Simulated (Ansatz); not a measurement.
AlGaAs₂. Charge 0, multiplicity 3. Geometry r2SCAN-D4/def2-SVP; atoms count from 1.

```xyz
4

Al    1.056    1.092   -1.359
Ga   -1.130   -1.464    1.019
As    1.116   -0.380    0.554
As   -1.043    0.751   -0.215
```

At PBE0-D4/def2-TZVP a singlet of charge 0 lies 0.37 eV below the triplet, each at its own geometry. The structure comes from a short search, and lower isomers may exist.

(1) Estimate the Mulliken populations from the PBE0/def2-TZVP orbitals of Ansatz.

(2) Where does the spin sit?

(3) And the Mayer bond orders between bonded heavy atoms (over 0.3)?

Results:

(1) 
```json
{"atom": "Al1", "charge (e)": "0.18", "spin (α − β)": "0.49"}
{"atom": "Ga2", "charge (e)": "0.24", "spin (α − β)": "0.22"}
{"atom": "As3", "charge (e)": "-0.21", "spin (α − β)": "0.64"}
{"atom": "As4", "charge (e)": "-0.21", "spin (α − β)": "0.64"}
```
Mulliken values and Mayer orders depend strongly on the basis.

(2) Summed by element: Al 0.49, Ga 0.22, As 1.28, of 2 unpaired in all. Largest on single atoms: As4 0.64, As3 0.64, Al1 0.49.

(3) Al1–As3 1.01 (2.41 Å); Al1–As4 1.01 (2.41 Å); Ga2–As3 0.70 (2.54 Å); Ga2–As4 0.70 (2.54 Å); As3–As4 1.14 (2.56 Å). Values over 0.3 also appear between atoms too far apart for a bond (Al1–Ga2 0.31 at 4.12 Å); they arise where an orbital or an unpaired electron spreads over both atoms.
